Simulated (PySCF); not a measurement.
## 2-(methylthio)benzoic acid, C$_{8}$H$_{8}$O$_{2}$S

Geometry:
| atom | x (Å) | y (Å) | z (Å) |
| --- | --- | --- | --- |
| C1 | 2.857 | -0.662 | -0.135 |
| S2 | 1.701 | -0.452 | -1.509 |
| C3 | 0.120 | -0.427 | -0.695 |
| C4 | -0.717 | -1.516 | -0.973 |
| C5 | -2.008 | -1.595 | -0.460 |
| C6 | -2.494 | -0.574 | 0.353 |
| C7 | -1.686 | 0.524 | 0.624 |
| C8 | -0.384 | 0.622 | 0.109 |
| C9 | 0.395 | 1.856 | 0.405 |
| O10 | 1.578 | 2.013 | 0.244 |
| O11 | -0.377 | 2.842 | 0.896 |
| H12 | 2.894 | 0.247 | 0.478 |
| H13 | 3.838 | -0.835 | -0.600 |
| H14 | 2.589 | -1.541 | 0.468 |
| H15 | -0.322 | -2.316 | -1.601 |
| H16 | -2.631 | -2.462 | -0.691 |
| H17 | -3.501 | -0.627 | 0.770 |
| H18 | -2.061 | 1.338 | 1.243 |
| H19 | 0.223 | 3.584 | 1.064 |

Method: PySCF, quadratic response CAM-B3LYP/aug-cc-pVDZ first hyperpolarisability, Taylor convention, gas phase. Geometry: PBE0-D3(BJ)/def2-SVP.

Question: Give the tensor of the second harmonic β(−2ω;ω,ω) at 1064 nm in the axes of these coordinates.

Answer: In au, Taylor convention; rows are the first index (the induced dipole):
```
       xx      yy     zz      xy     xz     yz
x  +163.2   -96.9  +12.9   -41.1  -73.0  -10.3
y   -36.7  -132.7  +20.6  -100.9  -12.8  -25.7
z   -69.4   -26.5  +36.6   -11.6  +14.0  +17.1
```
Norm of βᵢ = ⅓ Σⱼ (βᵢⱼⱼ + βⱼᵢⱼ + βⱼⱼᵢ): 182.9 au, hyper-Rayleigh value 109.6 au.
